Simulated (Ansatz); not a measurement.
Consider the formal exchange of groups at the Al–N bond: `[AlH2][N]1[CH2][AlH]1` + `C=CCl` → `[AlH2]/[CH]=C/Cl` + `[CH2]1[NH][AlH]1`.

Isolated molecules relaxed with PBE0-D4/def2-TZVP in Ansatz; ΔE leaves out vibrations. CCSD(T)/CBS adds triple-zeta CCSD(T) − MP2 to the extrapolated MP2 energy (def2 sets, frozen cores). This one scheme is used for every species. DFT in def2-TZVPP.

`[AlH2][N]1[CH2][AlH]1`:

Z-matrix (Å, degrees):
```
C
N 1 1.532
Al 1 1.898 2 60.5
H 1 1.090 2 114.4 3 115.6
H 1 1.090 2 114.3 3 -115.6
Al 2 1.768 1 131.5 3 180.0
H 3 1.569 1 165.9 2 180.0
H 6 1.587 2 117.3 1 -180.0
H 6 1.589 2 120.3 1 -0.0
```

`C=CCl`:

Cartesian coordinates in Å:
```
C 0.119 0.086 -0.723
C -0.063 -0.214 0.549
Cl -0.497 0.945 1.745
H 0.004 1.094 -1.100
H 0.392 -0.697 -1.421
H 0.046 -1.214 0.951
```

`[AlH2]/[CH]=C/Cl`:

Z-matrix (Å, degrees):
```
Al
C 1 1.935
H 1 1.584 2 121.1
H 1 1.586 2 116.6 3 -180.0
C 2 1.330 1 117.8 3 180.0
H 2 1.088 1 124.9 3 -0.0
Cl 5 1.729 2 124.7 1 -180.0
H 5 1.085 2 124.1 1 0.0
```

`[CH2]1[NH][AlH]1`:

Cartesian coordinates in Å:
```
C -0.064 -0.116 -0.836
N 0.339 -0.664 0.508
Al -0.276 0.922 0.764
H 0.755 0.045 -1.542
H -0.897 -0.631 -1.322
H 0.728 -1.586 0.596
H -0.587 2.030 1.832
```

```csv
level,ΔE (kJ/mol)
LDA (SPW92),78.4
PBE0-D4,81.6
ωB97M-V,86.3
PBE-QIDH,85.9
CAM-B3LYP,88.4
CCSD/def2-SVP,92.0
SCS-MP2/def2-TZVPP,92.3
MP2/def2-QZVPP,90.3
```

Question: What does CCSD(T)/CBS give? (Best estimate.)

Answer: Computed: +88.2 kJ/mol. The listed levels differ from it by -9.8, -6.6, -1.9, -2.3, 0.2, 3.8, 4.1, 2.1 kJ/mol.

Largest T1 diagnostic among the species: 0.015.

At CCSD(T), def2-SVP lies +3.5 kJ/mol from the extrapolated value and def2-TZVPP +1.5 kJ/mol. Leaving LDA and LC-ωPBE aside and taking each functional with its dispersion term where it has one, the values, not all of them listed here, spread over 11.6 kJ/mol, from revPBE-D4 to BHLYP-D4. From BLYP to BHLYP (50 % exact exchange), in def2-TZVPP and without D4, ΔE moves by +4.3 kJ/mol.
